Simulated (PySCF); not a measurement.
`InChI=1S/C5H6F2Se/c1-4(6)5(7)3-8-2/h3H,1H2,2H3/b5-3-`

Geometry (Å), atoms numbered from 1 in this order:
```xyz
14

C    -2.7833    0.3026    0.9802
C    -1.7495    0.8822    0.3663
F    -1.8875    2.0596   -0.2487
C    -0.3963    0.3473    0.2846
F    -0.2562   -0.8294    0.9083
C     0.6212    0.9522   -0.3464
Se    2.4110    0.4653   -0.5742
C     2.4838   -1.3094    0.2087
H    -3.7601    0.7865    0.9877
H    -2.6477   -0.6566    1.4760
H     0.3887    1.9098   -0.8171
H     3.5158   -1.6488    0.0471
H     1.7885   -1.9863   -0.3008
H     2.2675   -1.2750    1.2822
```

Method: TDDFT CAM-B3LYP/aug-cc-pVDZ excited states, vertical, gas phase (PySCF). Geometry: PBE0-D3(BJ)/def2-SVP.

The calculation is non-relativistic, which matters for the atoms heavier than Zn.

Question: How strongly do the lowest singlets absorb one photon, and two photons of half the energy?

Answer: δ for parallel linear polarisation; σ at the peak of a Lorentzian of half width 0.1 eV, single beam; Ω is circular over linear.
```tsv
state	E (eV)	f	photon λ (nm)	δ (au)	σ (GM)	Ω	main
S1	4.67	0.352	531	662	5.29	0.71	HOMO→LUMO 0.63, HOMO→LUMO+1 0.16
S2	4.79	0.287	518	683	5.74	0.69	HOMO→LUMO+1 0.37, HOMO→LUMO 0.34
S3	5.19	0.017	477	24.7	0.24	1.38	HOMO→LUMO+2 0.36, HOMO→LUMO+3 0.25
S4	5.60	0.001	443	150	1.72	1.49	HOMO→LUMO+6 0.24, HOMO→LUMO+4 0.21
S5	5.98	0.000	415	422	5.52	1.50	HOMO→LUMO+3 0.34, HOMO→LUMO+2 0.30
S6	6.20	0.004	400	315	4.43	0.53	HOMO→LUMO+5 0.83
```
